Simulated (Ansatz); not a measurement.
Na3Cl2: single points at one geometry.

```yaml
crystal:
  periodic: [false, false, false]
  atoms:
    - {symbol: Na, position_ang: [-0.992568, 2.994804, -0.080060]}
    - {symbol: Na, position_ang: [-0.101605, 0.017541, -1.462664]}
    - {symbol: Na, position_ang: [0.627414, -1.525068, 1.387912]}
    - {symbol: Cl, position_ang: [1.000986, -2.215081, -0.967457]}
    - {symbol: Cl, position_ang: [-0.534237, 0.727814, 1.122268]}
basis:
  gaussian: {orbitals: def2-SVP, initial_orbitals: start.molden}
magnetization: {spin_polarized: true, initial_magnetization: 1}
correlation: {method: ccsd_t}
scf: {omitted_lower_state_checks: [starts, cluster_reference]}
output: {orbitals: {seedname: orbitals}}
```

The file start.molden holds the orbitals of an earlier run on this structure, at another level or in another basis.

```sh
$ ansatz run in.yaml --threads 4 --pin off --events-out ev --progress --plain --max-ram 4787MiB
```

Shortened log:

```
Functional definition: HF
  name "HF"
  cite "Fock, Z. Phys. 61, 126 (1930) doi:10.1007/BF01340294"
  parent pbe
  exchange = exact_x
  correlation = 0
these checks for a lower state are left out or cut short: starts, cluster_reference
721 factors; integrals over basis functions are off by at most 4.2e-4 eV
mean field evaluation 1: about -38213.6060 eV, gradient 1.2e1 eV
mean field evaluation 2: about -38213.9298 eV, gradient 3.8e-1 eV
mean field evaluation 4: about -38214.0554 eV, gradient 1.0e-2 eV
mean field evaluation 8: about -38214.0556 eV, gradient 2.1e-6 eV
mean field -38214.05559927 eV, -1404.3406408559 hartree, gradient 2.1e-6 eV, S^2 0.750279; 0 other end points of the search recorded, 0 dependent functions left out
13 core orbitals not correlated: weight in the atoms' cores, before any rotation towards them, 1.000 or more for the frozen orbitals, at most 0.000 for the correlated occupied ones
reference -38214.05559927 eV, -1404.3406408559 hartree; 21, 20 occupied and 47, 48 virtual orbitals, 721 factors
second order -7.80852192 eV of doubles, -0.00000000 eV of singles
cycle   1  -8.32951057 eV  change   -5.2e-1 eV  update   4.7e-2
cycle   2  -8.46271079 eV  change   -1.3e-1 eV  update   1.6e-2
cycle   3  -8.47991195 eV  change   -1.7e-2 eV  update   7.1e-3
cycle   4  -8.47787513 eV  change    2.0e-3 eV  update   3.0e-3
cycle   5  -8.47644842 eV  change    1.4e-3 eV  update   1.2e-3
cycle   6  -8.47632468 eV  change    1.2e-4 eV  update   4.9e-4
cycle   7  -8.47642378 eV  change   -9.9e-5 eV  update   1.8e-4
cycle   8  -8.47645536 eV  change   -3.2e-5 eV  update   7.1e-5
cycle   9  -8.47645585 eV  change   -4.8e-7 eV  update   3.8e-5
perturbative correction -0.12825722 eV, -0.0047133660 hartree
Total energy: -38222.66031234 eV, -1404.6568582286 hartree
Checks for a lower state left out: starts, cluster_reference
```

It took 7 s on 4 threads of Arm Neoverse V2 on a shared host.

First input, but with `gaussian: {orbitals: def2-TZVP, initial_orbitals: start.molden}`, `correlation: {method: mp2}`, `scf: {omitted_lower_state_checks: [starts]}` (abridged; 2.3 s):

```
Functional definition: HF
mean field -38227.01308460 eV, -1404.8168196589 hartree, gradient 9.0e-7 eV, S^2 0.750283
13 core orbitals not correlated: weight in the atoms' cores, before any rotation towards them, 1.000 or more for the frozen orbitals, at most 0.000 for the correlated occupied ones
second order -24.28270675 eV of doubles, -0.00000000 eV of singles
Total energy: -38251.29579135 eV, -1405.7091926725 hartree
Checks for a lower state left out: starts
```

As the first input, with `gaussian: {orbitals: def2-TZVP, initial_orbitals: start.molden}`, `hamiltonian: {xc: {name: wB97X-V}}`, `scf: {omitted_lower_state_checks: [starts]}` and without the key `correlation` (abridged; 11 s):

```
Functional definition: wB97X-V
mean field -38293.91451738 eV, -1407.2754019662 hartree, gradient 1.5e-5 eV, S^2 0.750293
Total energy: -38293.91451960 eV, -1407.2754020477 hartree
Checks for a lower state left out: starts
```

Geometry: PBE0-D4/def2-SVP.

Correlated methods freeze 13 core orbitals; core or outer-core shells of Na are correlated, in sets that lack core-valence functions. The structure comes from a short search, and lower isomers may exist.
